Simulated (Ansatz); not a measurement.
Relaxation of CH$_{6}$BNO$_{2}$ (11 atoms, charge 0, multiplicity 1), to a largest force component of 0.015 eV/Å in at most 40 steps.

The calculation used Ansatz 0.2.0, RKS B3LYP-D4/def2-SVP.

```xyz
11
Properties=species:S:1:pos:R:3
N -1.486 -0.029 0.575
C -0.109 0.239 0.748
B 0.665 -0.252 -0.548
O 1.582 0.701 -1.304
O 0.636 -1.663 -0.959
H -2.012 0.262 1.464
H -1.862 0.706 -0.137
H 0.290 -0.315 1.623
H 0.096 1.340 0.963
H 2.406 0.653 -0.855
H -0.141 -1.700 -1.548
```

**Question.** Where does it end, and by what steps?

**Answer.** The run converged. After 13 steps the energy has fallen by 2.059 eV; O4 moved furthest, 0.79 Å.

```tsv
step	energy less start (eV)	largest force component (eV/Å)	accepted
0	0.0000	3.734	yes
1	-0.5390	2.802	yes
2	-0.8162	1.879	yes
3	-1.0268	3.158	yes
4	-1.3748	1.969	yes
5	-1.6929	1.340	yes
6	-1.9315	0.965	yes
7	-1.9584	1.299	yes
8	-2.0191	0.337	yes
9	-2.0271	0.663	yes
10	-2.0579	0.083	yes
11	-2.0588	0.064	yes
12	-2.0588	0.086	no
13	-2.0593	0.007	yes
```

```xyz
11
Properties=species:S:1:pos:R:3
N -1.447 -0.206 0.467
C -0.116 0.390 0.699
B 0.848 -0.060 -0.486
O 2.048 0.550 -0.687
O 0.435 -1.090 -1.270
H -1.997 -0.254 1.324
H -1.986 0.378 -0.176
H 0.302 -0.041 1.627
H -0.118 1.487 0.858
H 2.536 0.146 -1.417
H -0.441 -1.357 -0.919
```

The run took 36 s on 2 threads of Arm Neoverse V1, with other jobs on the host, peak memory 0.2 GiB.
